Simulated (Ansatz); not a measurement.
Frontier orbitals of CH2ClNOSi (`O=C=N[SiH2]Cl`).

```xyz
7

O    -2.2594   -0.7639   -1.7981
C    -1.4838   -0.5365   -0.9643
N    -0.7159   -0.3219   -0.0719
Si    0.7169    0.2269    0.6583
Cl    1.9585    1.0529   -0.7422
H     0.3760    1.2663    1.6479
H     1.4078   -0.9238    1.2704
```

Total charge 0; spin multiplicity 1. The geometry is a stationary point of PBE0-D4/def2-TZVP. It is one conformer, not always the lowest. Basis def2-TZVPP, Ansatz.

A caution on the coupled-cluster cation, which keeps the state that its UHF reference found: spin contamination of the cation.

Orbital energies of one run (eV). Highest occupied ones, from the top: -8.49, -8.79, -9.14, -9.50, -10.97, -11.06, -13.09, -13.24, -13.27, -14.35, -17.45, -23.08, -26.30, -31.04. Empty: -0.71, -0.05, 0.21, 0.93, 1.10, 1.84.

Q: Which functional gave them?
A. B97M-V
B. revPBE
C. HSE06 (plane-wave form)
D. ωB97X-V

A: C. HOMO energies: HSE06 -8.49, ωB97X-V -11.23, B97M-V -7.89, revPBE -7.46 eV.
